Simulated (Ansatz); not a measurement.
The cluster K5⁺. Total charge 1; singlet. Geometry PBE/def2-SVP.

```tsv
atom	x (Å)	y (Å)	z (Å)
K1	-1.488	-3.984	-2.319
K2	3.930	1.146	2.628
K3	-3.645	-0.397	-1.881
K4	0.769	3.713	1.561
K5	0.435	-0.479	0.011
```

The restricted singlet is unstable towards broken spin symmetry in Hartree–Fock (as tested in another run); at PBE/def2-SVP, PBE/def2-TZVP, revPBE/def2-TZVP, PBE0/def2-TZVP and others this wasn't settled. The structure comes from a short search, and lower isomers may exist.

Task: Estimate the orbital energies around the gap (eV) in Ansatz with PBE/def2-SVP, PBE/def2-TZVP, revPBE/def2-TZVP, PBE0/def2-TZVP, BHLYP/def2-TZVP.

Result: 
```tsv
orbital	PBE/def2-SVP	PBE/def2-TZVP	revPBE/def2-TZVP	PBE0/def2-TZVP	BHLYP/def2-TZVP
HOMO−9	-21.47	-21.18	-21.15	-23.19	-25.07
HOMO−8	-21.47	-21.18	-21.14	-23.19	-25.06
HOMO−7	-21.47	-21.18	-21.14	-23.19	-25.06
HOMO−6	-21.43	-21.14	-21.11	-23.15	-25.02
HOMO−5	-21.43	-21.14	-21.10	-23.15	-25.02
HOMO−4	-21.19	-20.92	-20.89	-22.92	-24.91
HOMO−3	-21.18	-20.91	-20.88	-22.91	-24.90
HOMO−2	-21.10	-20.83	-20.79	-22.82	-24.83
HOMO−1	-5.54	-5.50	-5.41	-5.91	-6.27
HOMO	-5.11	-5.06	-4.98	-5.38	-5.66
LUMO	-4.29	-4.26	-4.17	-3.81	-3.38
LUMO+1	-4.10	-4.06	-3.97	-3.61	-3.14
LUMO+2	-3.94	-3.91	-3.81	-3.41	-3.03
LUMO+3	-3.49	-3.46	-3.39	-2.99	-2.41
LUMO+4	-3.27	-3.24	-3.18	-2.74	-2.21
LUMO+5	-3.13	-3.16	-3.10	-2.66	-2.06
```
